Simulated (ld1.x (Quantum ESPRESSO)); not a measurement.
C: excitation energies, all-electron against RRKJ

C (Z = 6), norm-conserving RRKJ (Kleinman–Bylander form), made with ld1.x (Quantum ESPRESSO) 7.5 (LDA (PZ), non-relativistic). Core [He], reference 2s2 2p1.5 (charge +0.5). Waves: 2s (bound): rc 1.30 bohr; 2p (bound): rc 2.30 bohr. Local part: all-electron potential smoothed inside 1.50 bohr (lloc = -1). Core correction: Bessel-smoothed model core inside 1.25 bohr.

Energies are relative to the spin-unpolarised reference configuration 2s2 2p1.5; without spin polarisation the order of configurations can differ from experiment. Spin-polarised rows fill each open shell by Hund’s rule, majority spin first.

```tsv
valence configuration	charge	ΔE all-electron (eV)	error AE − PS (meV)
2s2 2p2	0	-4.030	+9.0
2s2 2p1	+1	6.961	+25
2s2 2p0	+2	31.224	+442
2s2 2p2.3	-0.3	-5.230	+15
2s1 2p2	+1	15.438	-46
2s0 2p4	0	12.457	+76
2s2 2p1.5 (spin-polarised)	+0.5	-0.755	+37
2s2 2p2 (spin-polarised)	0	-5.159	+70
```

Q: What are ΔE and the potential's error for 2s1 2p3?

A: ΔE = 4.196 eV all-electron; the error (AE − PS) is +43 meV.
